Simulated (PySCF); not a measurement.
NMR data simulated for an unnamed compound:

¹H NMR (400 MHz, computed): δ 7.61 (m, 2H), 7.51 (m, 1H), 7.46 (m, 2H), 2.65 (t, 2H), 1.55 (m, 2H), 0.83 (t, 3H).

¹³C{¹H} NMR (computed): δ 148.2 (C), 134.8 (CH), 133.9 (CH), 131.2 (CH), 42.0 (CH2), 30.0 (CH2), 14.0 (CH3).

Single conformer, non-relativistic Hamiltonian, gas phase, equivalent nuclei averaged. σ from GIAO-PBE0/pcSseg-1; geometry from GFN2-xTB; PySCF.

Shifts are taken against calculated references (same method and geometry level): ¹H and ¹³C vs TMS.

Which of these does the molecule contain: a non-aromatic C=C double bond, an S-methyl group, an N-methyl group, a benzene ring, a CH3CH2 unit?

## Answers


- A non-aromatic C=C double bond: no.
- An S-methyl group: no.
- An N-methyl group: no.
- A benzene ring: yes.
- A CH3CH2 unit: yes (δC 14.0, 30.0; δH 0.83 (t), 1.55 (m)).

The data belong to `CCCc1ccccc1`, C$_{9}$H$_{12}$; they needn't prove each group on their own.

Carbon signals by region: 4 in the sp2 and nitrile region (100–160 ppm), 3 below 50 ppm.

Shifts are as computed. Against solution values, carbons near 30 ppm lie about +3 ppm off and those near 130 ppm about +5 ppm. Of 1211 compounds with measured shifts, 218 miss one by over three times the rms of a fit or turn the order of signals round; such compounds aren't used in these exercises. Multiplicities follow the n + 1 count of equivalent neighbours, as no J values were calculated; m marks all less simple cases, F and P coupling included.
